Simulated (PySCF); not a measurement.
C2H8SiTe, SMILES [SiH3][Te]CC. Geometry: B3LYP-D3(BJ)/def2-SVP. This is a generated structure with no PubChem entry under its InChIKey; it may be hypothetical. The def2 effective core potentials stand for the cores of Te; spin–orbit coupling is left out. The values are those of a single conformer.

Computed equilibrium geometry at B3LYP-D3(BJ)/def2-SVP (PySCF confirms it by a frequency run) as Cartesian coordinates in Å (one conformer of several):
```xyz
12

Te     0.1154     0.0438     0.7469
C      1.4828    -0.6360    -0.8469
C      1.6762     0.3628    -1.9758
H      1.0835    -1.5969    -1.1998
H      2.4212    -0.8379    -0.3103
H      2.0601     1.3248    -1.6039
H      0.7344     0.5650    -2.5094
H      2.3973    -0.0306    -2.7140
Si    -1.9058    -0.0009    -0.7475
H     -1.9804    -1.3112    -1.4584
H     -1.8884     1.0855    -1.7700
H     -3.0989     0.1736     0.1278
```
